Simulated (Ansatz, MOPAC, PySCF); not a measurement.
Donor–acceptor adduct: AlH3 (SMILES [AlH3]) (first 4 atoms) with C2H6O (SMILES COC); geometry from B3LYP-D3(BJ)/def2-TZVP, rigid monomers moved along the line of their centres of mass till Al1···O6 is 2.28 Å.
(charge 0, multiplicity 1):
```xyz
13

Al     0.0753    -0.2123     0.6521
H     -1.4449    -0.3797     0.1993
H      0.7371     1.2098     0.3630
H      1.0151    -1.5001     0.6271
C      0.3791    -0.9624     3.8725
O     -0.1981    -0.0698     2.9125
C     -0.9995     0.9726     3.4806
H     -0.4144    -1.4542     4.4384
H      1.0300    -0.4030     4.5473
H      0.9540    -1.6944     3.3141
H     -1.8327     0.5350     4.0333
H     -1.3757     1.5743     2.6582
H     -0.3866     1.5876     4.1418
```

Interaction energies are E(AB) − E(A) − E(B) at the monomers' geometry in the complex; basis-set methods are counterpoise corrected. Rows marked so take none.

Cores are frozen in the correlated methods. Rows in 3-21G, 6-31G*, STO-3G carry no dispersion term and start afresh at each structure (6-31G* with six Cartesian d functions). MP2/6-31G* freezes PySCF's default core. The state reached by AM1, PM6 isn't checked.

Run with Ansatz (Gaussian basis) for Hartree–Fock, density functionals and correlated methods; MOPAC for AM1, PM6 (differences of heats of formation); PySCF for 3-21G rows, 6-31G* rows, STO-3G rows, the dispersion terms. Values without a source in brackets are computed.

Other levels give for the interaction energy: PBE/def2-TZVPPD -931.7; B3LYP/def2-TZVPPD -907.1; B3LYP-D3(BJ)/def2-TZVPPD -1043.3; wB97M-V/def2-TZVPPD -1074.0; CCSD(T)/aug-cc-pV(D+d)Z -996.9 meV.

Problem. What do these common cheap choices give for the same quantity: AM1, PM6, HF/STO-3G (no counterpoise), HF/3-21G (no counterpoise), B3LYP/3-21G (no counterpoise), B3LYP/6-31G*, MP2/6-31G*, MP2/6-31G* (no counterpoise)?

Solution. AM1 -414.5; PM6 -529.4; HF/STO-3G (no counterpoise) -1238.8; HF/3-21G (no counterpoise) -1503.4; B3LYP/3-21G (no counterpoise) -1495.1; B3LYP/6-31G* -929.8; MP2/6-31G* -1001.0; MP2/6-31G* (no counterpoise) -1176.0 meV. They span -1503.4 to -414.5 meV.

Ansatz is an electronic-structure program.
